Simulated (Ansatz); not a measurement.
Reaction (formal exchange of groups at the Si–S bond): `N[SiH2]S[SiH2]N` + `C[SiH2]N` → `C[SiH](N)[SiH2]N` + `N[SiH2]S`

Computed with Ansatz on PBE0-D4/def2-TZVP structures; ΔE is electronic, products minus reactants. CBS: MP2 limit from def2 TZ/QZ plus the TZ coupled-cluster correction, frozen cores. Functionals use def2-TZVPP. B3LYP here is the variant with VWN-RPA as its local correlation; programs differ in this. One conformer a species, not always the lowest.

```
             level  ΔE (kJ/mol)  difference from CCSD(T)/CBS
            PBE-D4         81.7                        -10.8
         r2SCAN-D4         91.1                         -1.4
          B3LYP-D4         88.6                         -3.9
           ωB97X-V         88.5                         -4.0
           ωB97M-V         95.6                          3.1
            B2PLYP         91.3                         -1.2
               PBE         79.4                        -13.1
              PBE0         83.8                         -8.7
             B3LYP         84.8                         -7.7
     HF/def2-TZVPP         94.5                          2.0
CCSD(T)/def2-TZVPP         90.5                         -2.0
     HF/def2-QZVPP         94.8                          2.3
    MP2/def2-QZVPP        102.5                         10.0
      HF/CBS(def2)         94.8                          2.3
     MP2/CBS(def2)        103.3                         10.8
    CCSD/CBS(def2)         91.3                         -1.2
       CCSD(T)/CBS         92.5                            0
```

Largest T1 diagnostic among the species: 0.011.

From PBE to PBE0 (25 % exact exchange), in def2-TZVPP and without D4, ΔE moves by +4.4 kJ/mol. The D4 term adds +3.9 kJ/mol with B3LYP and +2.0 kJ/mol with PBE0; it sums over pairs of atoms, weighted by their polarisabilities, and B3LYP, whose exchange is more repulsive, gets the larger term.
